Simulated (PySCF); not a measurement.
# Low-lying terms of Mo⁶⁺ (molybdenum, charge +6)

Ground state [Kr], ¹S. Calculation: PySCF 2.14, in aug-cc-pVTZ-PP with ECP28MDF; scalar relativity through the core potential. Vertical excitation energies in eV without spin-orbit coupling; excited terms of each kind are numbered among those the solver found. Frozen: nothing.

```csv
term,leading excitation,EOM-EE-CCSD
1 3P°,4p → d,38.325
1 3F°,4p → d,39.776
1 1D°,4p → d,41.922
1 3D°,4p → d,42.154
1 1F°,4p → d,42.518
1 1P°,4p → d,53.042
1 3S,4p → p,67.392
1 3D,4s → d,67.644
2 3D,4p → p,68.831
1 1D,4p → p,69.057
1 1P,4p → p,69.586
2 1D,4s → d,70.110
```

The spin-orbit splitting of the hole, absent here, rivals or exceeds the spacing of these terms, so the LS terms are model states.

The solver can miss terms.
